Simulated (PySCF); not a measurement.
BF$_{3}$H (calculated)

Computed with PySCF 2.14.0. Calculation on a computer-drawn molecule: the log of a Hartree-Fock and frozen-core CCSD(T) single point meant for a local Hartree-Fock minimum, with one planted fault or none, to be diagnosed. Offsets are logged minus clean, where the clean run is the same molecule without the fault. The reference is restricted for singlets and unrestricted otherwise, and also for a bond in bohr or an excited solution. Adding or removing an electron swaps singlet and doublet. The excited solution moves the top pair (singlet) or top alpha electron (doublet) to the lowest empty orbital. Highest occupied and lowest empty are orbital energies over both spins, largest force is the largest gradient component, triples share is (T) over the correlation energy, the T1 limit is 0.02 restricted and 0.045 unrestricted, electrons count all cores, a negative frequency is imaginary (commonest isotopes), and the dipole is about the centre of nuclear charge.

```xyz
5
formula=BF3H meant_charge=-1 meant_multiplicity=1 meant_basis=aug-cc-pVDZ logged_electrons=34 logged_basis_functions=101 logged_SCF_converged=yes logged_spin_squared=0 logged_highest_occupied=-6.8497 logged_lowest_empty=4.7756 logged_largest_force=1.895e-05 logged_lowest_frequency=412.56 logged_T1_diagnostic=0.01454 logged_D1_diagnostic=0.032494 logged_triples_share=0.023073 logged_CC_converged=yes logged_dipole_magnitude=0.18838 logged_SCF_stable_within_its_kind=yes logged_energy_HF=-323.82296 logged_energy_CCSD(T)=-324.57619 possible_faults=no_fault,one_electron_removed,one_electron_added,multiplicity_raised_by_two,geometry_at_a_saddle_point,SCF_held_on_an_excited_solution,minimal_basis_STO-3G,one_bond_length_entered_in_bohr,all_coordinates_scaled
F     -0.0380    -0.3794    -0.7454
B      1.3755    -0.3293    -0.8957
F      1.6847     0.7326    -1.7901
F      1.9409    -0.0151     0.3711
H      1.8122    -1.4036    -1.3191
```

Units: logged_highest_occupied, logged_lowest_empty in eV; logged_largest_force in hartree/bohr; logged_lowest_frequency in cm⁻¹; logged_dipole_magnitude in debye; logged_energy_HF, logged_energy_CCSD(T) in hartree.

Drawn bonds:
```
atom  other atom  order
   1           2      1
   2           3      1
   2           4      1
   2           5      1
```

**Q.** Which fault was planted in the run of BF$_{3}$H?
**A.** no fault

Further results for BF$_{3}$H:

| Item | Value |
| --- | --- |
| HF energy offset from clean run | 0 kcal/mol |
| CCSD(T) energy offset from clean run | 0 kcal/mol |
